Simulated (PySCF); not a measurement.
C₂H₆BiF, SMILES [CH3][Bi]([CH3])[F].

Geometry: B3LYP-D3(BJ)/def2-SVP. The structure was generated by enumeration; whether it is a known compound was not checked. The def2 effective core potentials stand for the cores of Bi; spin–orbit coupling is left out.

Method: C-PCM-ωB97X/def2-SVP in PySCF 2.14.0.

The values are the electrostatic part of the solvation free energy, E(continuum) − E(gas) at the gas-phase geometry, in a cavity of scaled van der Waals radii (PySCF's table); cavitation and dispersion terms are not included. A continuum can't describe solvent molecules that bind to the metal. In vacuum the orbital gap is 10.24 eV. The dipole moment in vacuum is 3.41 D.

Computed values in water (ε = 78.36), diethylether (ε = 4.24), acetone (ε = 20.49):
| solvent | ε | ΔG(elec) (kcal/mol) | dipole (D) | gap (eV) |
|---|---|---|---|---|
| water | 78.36 | -6.5 | 4.46 | 10.31 |
| diethylether | 4.24 | -4.8 | 4.17 | 10.29 |
| acetone | 20.49 | -6.2 | 4.41 | 10.31 |
